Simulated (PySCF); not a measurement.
Field gradients at the hydrogen positions

Compound: CH₈OSSi₂.
Numbering: `[CH3:1][O:2][SiH2:3][S:4][SiH3:5]` (hydrogens: H6, H7, H8 on C1; H9, H10 on Si3; H11, H12, H13 on Si5)

Cartesian coordinates in Å at the GFN2-xTB, dihedral held level; atoms count from 1:
```xyz
13
CH8OSSi2 angstrom
C     -2.6775   -0.5201    0.1057
O     -1.8067    0.5686    0.2155
Si    -0.2602    0.6217    0.6519
S      0.9009   -0.5777   -0.7054
Si     2.9160   -0.1000   -0.1659
H     -3.5955   -0.1659   -0.3639
H     -2.2355   -1.3075   -0.5080
H     -2.9088   -0.9245    1.0934
H     -0.0049    0.0983    1.9906
H      0.0102    2.0320    0.4646
H      3.0918    1.3440   -0.2632
H      3.7008   -0.8393   -1.1382
H      3.1541   -0.5431    1.2027
```

Level: PBE0/pcSseg-1 (PySCF, non-relativistic); Q(2H) = 0.00286 b; rigid geometry, the same for H and D, with no vibrational averaging.

Question: Rank these positions by the coupling χzz of a deuteron there, largest first.
A. H11 (Si–H hydrogen)
B. H10 (Si–H hydrogen)
C. H6 (methyl hydrogen)
D. H7 (methyl hydrogen)

Answer: C (203 kHz), D (198 kHz), B (115 kHz), A (111 kHz).

Tabulate Vzz, the asymmetry η and χzz = 234.96 MHz × Q × Vzz for every hydrogen position.

```
atom  bonded to  bond length (Å)  Vzz (au)     η  χzz (kHz)
  H6         C1            1.090    0.3014  0.07        203
  H7         C1            1.092    0.2953  0.09        198
  H8         C1            1.092    0.2979  0.08        200
  H9        Si3            1.460    0.1604  0.03        108
 H10        Si3            1.448    0.1711  0.01        115
 H11        Si5            1.458    0.1645  0.02        111
 H12        Si5            1.452    0.1696  0.02        114
 H13        Si5            1.458    0.1647  0.02        111
```

Average by the element that carries the hydrogen.

on C: 200 kHz over 3 positions, mean bond length 1.091 Å; on Si: 112 kHz over 5 positions, mean bond length 1.455 Å.

The geometry is a constrained GFN2-xTB structure with the dihedral S4–Si3–O2–C1 held at 60°, isolated molecule; it need not be a minimum. GFN2-xTB bond lengths can be off by several hundredths of an ångström, more for odd bonds, and the gradients follow them. The basis is small and wasn't made for field gradients, so the couplings can be 20 % off.
